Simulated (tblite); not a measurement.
C3H10PSi (charge -1).
SMILES: `C[Si](C)(C)[PH-]`

All values are computed: GFN2-xTB (tblite) harmonic vibrations without scaling, gas phase. This tight-binding method is rough: wavenumbers can miss measured ones by several per cent, in bad cases by 10 to 20. Modes of hydrogen on phosphorus can be 10 to 20 % off.

Harmonic wavenumbers (cm⁻¹): 52.6, 90.5, 105.2, 109.1, 146.7, 163.4, 197.6, 202.0, 205.9, 512.0, 668.2, 670.1, 701.4, 747.0, 759.0, 773.7, 789.5, 825.9, 840.1, 847.6, 1355.1, 1357.2, 1360.5, 1506.5, 1512.7, 1513.7, 1520.8, 1522.0, 1528.6, 2357.0, 2993.9, 2998.4, 3009.6, 3016.9, 3022.6, 3027.7, 3029.2, 3041.2, 3046.1.

A = 3245, B = 1987, C = 1959 MHz; mass 105.029 u (most abundant isotopes); point group Cs, symmetry number 1.

Q: What is the zero-point energy?

A: ½Σν̃ = 26064 cm⁻¹ = 74.52 kcal/mol.

Q: What is S at 500 K and 1 bar for an ideal gas of classical rigid rotors and harmonic oscillators?

A: Translation 42.46, rotation 29.17, vibration 46.34: S = 118.0 cal/(mol K).

Q: And Cp and H(500 K) − H(0)?

A: Cp = 45.92 cal/(mol K), of which vibrations give 37.97 (their classical limit is 39 R = 77.5); H(500 K) − H(0) = 15.02 kcal/mol without the zero-point energy, 11.04 from vibrations.

Q: Blend soft modes into free rotors: weight 1/[1 + (100 cm⁻¹/ν̃)⁴] for the oscillator and the rest for a rotor with moment μB/(μ + B), μ = h/(8π²ν), B = 10⁻⁴⁴ kg m². What vibrational entropy results?

A: 42.84 cal/(mol K) in place of 46.34, which changes −T·S at 500 K by +1.75 kcal/mol.

Q: What must be added to the electronic energy to get the Gibbs energy at 500 K and 1 bar?

A: ZPE + [H(500 K) − H(0)] − T·S = 74.52 + 15.02 − 58.99 = 30.55 kcal/mol.

Hindered rotation and anharmonicity are outside this model.

Conformer computed: `[CH3:1][Si:2]([CH3:3])([CH3:4])[PH-:5]`: H–P5–Si2–C1 -61°.
